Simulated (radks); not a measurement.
These are the eigenvalues of the occupied orbitals of an atom or ion with whole-number occupations (hartree). Calculated with a radial shooting solver on a logarithmic mesh with Libxc functionals: Dirac Kohn-Sham, HCTH/407, spin-unpolarised, spherical densities, finite nucleus; Fermi nuclear charge, rms radius of each element as measured or else 0.836 A^(1/3) + 0.57 fm.

| orbital | eigenvalue |
|---|---|
| 1s1/2 | -259.2601 |
| 2s1/2 | -32.45991 |
| 2p1/2 | -28.33920 |
| 2p3/2 | -27.88014 |
| 3s1/2 | -5.63788 |
| 3p1/2 | -4.41052 |
| 3p3/2 | -4.35012 |
| 3d3/2 | -2.36098 |

Which element is it, and in what charge state? The configuration may be excited. Open shells, if any, fill j = l - 1/2 first.

Answer. Z = 26, iron, charge +4: Fe4+ in [Ar] 3d4. The list shows which subshells hold electrons but not how many an open one holds; the 1s level, -259.26 hartree, gives Z - s = 22.8 by -(Z - s)^2/2, which with screening and relativity narrows Z to a few neighbours, and the depths of the outer levels then fix element, charge and occupations together.
